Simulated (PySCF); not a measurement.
# `C[C@@H](F)[C@@H]1CSC[Se]1`, C5H9FSSe

Cartesian coordinates in Å; atom numbers follow the order of the lines, from 1:
```xyz
17

C    -2.1972   -1.0457    0.3107
C    -1.1963   -0.0629   -0.2687
F    -1.8869    1.0551   -0.7153
C    -0.1590    0.4196    0.7448
C     0.8071    1.4238    0.1352
S     2.0160    0.5437   -0.8956
C     2.5339   -0.5098    0.4660
Se    0.9072   -1.1228    1.4227
H    -1.6872   -1.9535    0.6249
H    -2.7001   -0.6016    1.1672
H    -2.9403   -1.2983   -0.4410
H    -0.6952   -0.4763   -1.1540
H    -0.6728    0.8658    1.6026
H     1.3544    1.9677    0.9069
H     0.2799    2.1297   -0.5053
H     3.0687   -1.3738    0.0783
H     3.1608    0.0511    1.1603
```

Computed, not measured: TDDFT CAM-B3LYP/def2-SVPD circular dichroism and optical rotation, one conformer, gas phase in PySCF. Geometry: GFN2-xTB.

The molecule is flexible and this is one conformer; a measurement averages over conformers. The calculation is non-relativistic, which matters for the atoms heavier than Zn.

Draw the ECD and absorption spectra from the lowest 8 states, each a Gaussian of half-width 0.25 eV at 1/e height.


| E (eV) | λ (nm) | Δε (L mol⁻¹ cm⁻¹) | ε (L mol⁻¹ cm⁻¹) |
| --- | --- | --- | --- |
| 3.87 | 321 | +0.11 | 1.31 |
| 4.02 | 309 | +0.88 | 10 |
| 4.17 | 297 | +3.29 | 37.6 |
| 4.32 | 287 | +6.00 | 68.6 |
| 4.47 | 278 | +5.23 | 64.1 |
| 4.62 | 269 | +1.33 | 61.1 |
| 4.77 | 260 | -4.33 | 179 |
| 4.92 | 252 | -11.64 | 423 |
| 5.07 | 245 | -13.80 | 499 |
| 5.22 | 238 | -7.88 | 299 |
| 5.37 | 231 | -1.72 | 177 |
| 5.52 | 225 | +1.65 | 388 |
| 5.67 | 219 | +3.68 | 753 |
| 5.82 | 213 | +3.46 | 1040 |
| 5.97 | 208 | +1.33 | 1950 |
| 6.12 | 203 | +1.03 | 3770 |
| 6.27 | 198 | +8.66 | 4980 |
| 6.42 | 193 | +20.98 | 5140 |

Δε uses R in velocity form, ε uses f in length form. Only the states computed contribute, so the short-wavelength end is incomplete.

The sign of the CD band at 190 nm isn't settled: the length form gives the opposite one.
